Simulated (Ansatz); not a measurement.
A nudged elastic band was laid between two geometries of C2H7NOSi (12 atoms, charge 0, multiplicity 1).

Theory: RKS PBE-D4/def2-SVP in Ansatz 0.2.0.

| Quantity | Value |
| --- | --- |
| movable images | 5 |
| climbing image | yes |
| spring | 5.0 eV/Å² |
| optimiser | quadratic models (default) |
| start path | through a guess of the saddle point |
| force threshold | 0.05 eV/Å |
| iteration limit | 60 |
| end points | relaxed |

Initial state:

```xyz
12
Properties=species:S:1:pos:R:3
N -1.009 1.213 0.314
C -0.282 0.049 -0.033
Si 1.606 0.276 -0.141
C -0.838 -1.286 0.264
O -0.806 -0.844 -1.091
H -0.869 1.964 -0.372
H -2.019 1.038 0.389
H 2.225 -1.034 -0.537
H 2.186 0.733 1.170
H 1.900 1.316 -1.190
H -1.843 -1.343 0.733
H -0.175 -2.136 0.528
```

Final state:

```xyz
12
Properties=species:S:1:pos:R:3
N -1.234 1.099 0.052
C -0.342 -0.004 -0.138
Si 1.542 0.287 -0.140
C -0.881 -1.351 0.169
O -0.740 -0.939 -1.181
H -0.896 1.956 -0.399
H -1.376 1.300 1.049
H 2.295 -1.003 -0.313
H 1.971 0.943 1.148
H 1.870 1.225 -1.272
H -1.923 -1.407 0.542
H -0.209 -2.161 0.517
```

(1) What changes between the two ends?

(2) Give the energies along the band, and the barrier.

(3) What is the geometry of the highest image?

(4) What are the harmonic wavenumbers there?

Results:

(1) No bond is made or broken. The height of N1 over the plane of its neighbours goes from 0.35 to -0.36 Å.

(2) The forces met the threshold. The highest image is number 4 of 0 to 6, 0.152 eV above the first end and 0.028 eV above the last; the last end lies 0.125 eV above the first. A vibrational analysis at the climbing image gives one clearly imaginary mode, 406i cm⁻¹: a first-order saddle point.

```json
{"image": "0", "path coordinate (Å)": "0.00", "energy (eV)": "0.000", "height of N1 over the plane of its neighbours (Å)": "0.35"}
{"image": "1", "path coordinate (Å)": "0.19", "energy (eV)": "0.005", "height of N1 over the plane of its neighbours (Å)": "0.33"}
{"image": "2", "path coordinate (Å)": "0.38", "energy (eV)": "0.045", "height of N1 over the plane of its neighbours (Å)": "0.24"}
{"image": "3", "path coordinate (Å)": "0.57", "energy (eV)": "0.117", "height of N1 over the plane of its neighbours (Å)": "0.07"}
{"image": "4", "path coordinate (Å)": "0.76", "energy (eV)": "0.152", "height of N1 over the plane of its neighbours (Å)": "-0.12"}
{"image": "5", "path coordinate (Å)": "1.09", "energy (eV)": "0.132", "height of N1 over the plane of its neighbours (Å)": "-0.31"}
{"image": "6", "path coordinate (Å)": "1.43", "energy (eV)": "0.125", "height of N1 over the plane of its neighbours (Å)": "-0.36"}
```

(3) 
```xyz
12
Properties=species:S:1:pos:R:3
N -1.119 1.145 0.076
C -0.310 0.022 -0.116
Si 1.575 0.271 -0.161
C -0.854 -1.315 0.209
O -0.729 -0.967 -1.157
H -0.811 2.054 -0.262
H -1.836 1.154 0.796
H 2.274 -1.029 -0.440
H 2.073 0.837 1.144
H 1.894 1.262 -1.250
H -1.891 -1.369 0.604
H -0.191 -2.120 0.590
```

(4) 406i, 107, 211, 231, 299, 366, 426, 567, 624, 630, 699, 874, 886, 907, 915, 940, 1082, 1089, 1127, 1258, 1343, 1463, 1552, 2154, 2163, 2183, 2962, 3041, 3534, 3650 cm⁻¹.

The run took 89 s on 2 threads of Arm Neoverse V1, with other jobs on the host, peak memory 0.15 GiB.
